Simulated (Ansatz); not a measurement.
Born–Oppenheimer molecular dynamics of H₆O₂SiZn (10 atoms, charge 0, multiplicity 1). It starts at the highest image of a converged band. Of that band: Neighbouring images differ by up to 1.3 eV, so the band resolves the path poorly. A vibrational analysis at the climbing image gives one clearly imaginary mode, 1111i cm⁻¹: a first-order saddle point.

Method: Ansatz, RKS revPBE-D4/def2-SVP.

```json
{
 "ensemble": "NVE (velocity Verlet)",
 "time step": "0.5 fs",
 "steps asked": "200",
 "starting velocities drawn for": "100 K",
 "seed": "9420"
}
```

First frame:

```xyz
10
Properties=species:S:1:pos:R:3
Zn 0.084 -0.187 -0.029
O -0.383 0.309 1.797
H -1.005 -0.302 2.246
O -0.316 -0.419 -1.774
H 0.490 -0.675 -2.263
Si 2.531 -0.679 1.244
H 2.791 -2.137 1.535
H 3.015 -0.459 -0.181
H 3.450 0.154 2.104
H 0.860 -0.181 1.783
```

Task: How far do the bonds stretch over the last three quarters of this one trajectory? (Pairs bonded in most of those frames.)

Result: 
| bond | mean (Å) | spread (Å) | shortest | longest |
| --- | --- | --- | --- | --- |
| Zn1–O2 | 1.825 | 0.036 | 1.77 | 1.91 |
| Zn1–O4 | 1.807 | 0.012 | 1.80 | 1.83 |
| O2–H3 | 0.979 | 0.009 | 0.97 | 0.99 |
| O4–H5 | 0.975 | 0.007 | 0.96 | 0.99 |
| Si6–H7 | 1.509 | 0.042 | 1.45 | 1.57 |
| Si6–H8 | 1.523 | 0.012 | 1.50 | 1.55 |
| Si6–H9 | 1.505 | 0.008 | 1.49 | 1.52 |
| Si6–H10 | 1.525 | 0.077 | 1.40 | 1.64 |

Pairs bonded in part of these frames only: Zn1–Si6 10 %.

Mean temperature of the second half: 758 K. The conserved energy stayed within 0.097 meV per atom of its start (net change -0.042 meV per atom), so the integration is sound. The kinetic energy rose, since the run started high on the potential surface and went downhill. It ends in pieces (H2O2Zn + H4Si), so much of that is their flight and rotation, not heat. A run of 0.1 ps of so small a system gives no equilibrium averages. The orbitals stay closed-shell, which can raise the energy where a bond breaks towards radicals; this wasn't checked here.

Time of the run: 6.6 min on 2 threads of Arm Neoverse V2 (shared host), peak memory 0.14 GiB.
